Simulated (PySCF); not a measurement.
**`C=C=CS(=O)(=O)C(F)(F)F`, C$_{4}$H$_{3}$F$_{3}$O$_{2}$S**

Geometry (Å), atoms numbered from 1 in this order:
```xyz
13

C     2.5602   -0.2927   -0.3945
C     1.5453   -0.0517    0.3638
C     0.4858    0.2262    1.0503
S    -0.8910    0.9922    0.2083
O    -0.4691    1.6962   -0.9579
O    -1.7642    1.6202    1.1448
C    -1.7982   -0.5589   -0.4149
F    -2.1059   -1.3396    0.6217
F    -0.9857   -1.2514   -1.2156
F    -2.9052   -0.2656   -1.0760
H     3.3624    0.4174   -0.5056
H     2.6518   -1.2217   -0.9323
H     0.3094    0.0297    2.0902
```

Computed, not measured: PySCF, quadratic response BHandHLYP/def2-SVPD first hyperpolarisability, Taylor convention, gas phase. Geometry: GFN2-xTB.

Give the tensor of the second harmonic β(−2ω;ω,ω) at 1064 nm in the axes of these coordinates.

In au, Taylor convention; rows are the first index (the induced dipole):
```
       xx     yy     zz     xy     xz    yz
x  -155.5  -30.5  -30.8  +14.2  +15.8  -9.3
y   +13.7   -8.3   +5.1  -30.1   -9.7  -6.4
z   +14.8   -6.4  -36.2   -9.2  -30.1  +5.2
```
Norm of βᵢ = ⅓ Σⱼ (βᵢⱼⱼ + βⱼᵢⱼ + βⱼⱼᵢ): 218.0 au, hyper-Rayleigh value 82.4 au.
